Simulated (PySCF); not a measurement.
Isomers of C3H8GeO2S. The calculation used PBE0-D3(BJ)/def2-SVP geometry optimisation, gas phase in PySCF 2.14.0. One conformer each; no zero-point energy, no entropy. No frequencies were run at this level. Point groups hold within 0.08 Å.

Problem. Rank from lowest to highest electronic energy at this level (kcal/mol).
A. `[CH3:1][O:2][C:3](=[O:4])[GeH2:5][S:6][CH3:7]` with C1–O2–C3–O4 1°, O2–C3–Ge5–S6 113°, C3–Ge5–S6–C7 62°
B. `[CH3:1][S:2][GeH:3]1[O:4][CH2:5][CH2:6][O:7]1` with C1–S2–Ge3–O4 -40°, S2–Ge3–O4–C5 131°, Ge3–O4–C5–C6 -29°, O4–C5–C6–O7 39°, C5–C6–O7–Ge3 -30°

Solution. B (0.0), A (18.9).

As drawn, the higher has a C=O bond and a C(=O)–O unit, which the lower lacks.

```json
{"SMILES": "C[S][GeH]1[O]CC[O]1", "E (Eh)": "-2743.54793", "E rel (kcal/mol)": "0.0", "dipole (D)": "1.63", "point group": "C1", "A, B, C (MHz)": "2649, 1233, 1106"}
{"SMILES": "CO[C](=O)[GeH2][S]C", "E (Eh)": "-2743.51781", "E rel (kcal/mol)": "18.9", "dipole (D)": "1.52", "point group": "C1", "A, B, C (MHz)": "2449, 907.7, 772.5"}
```

Problem. As an exercise, what shares would exp(−E/RT) give at 2000 K from these electronic energies alone (no entropy, no degeneracies)?

Solution. RT = 3.974 kcal/mol: C[S][GeH]1[O]CC[O]1 99.1 %, CO[C](=O)[GeH2][S]C 0.9 %.
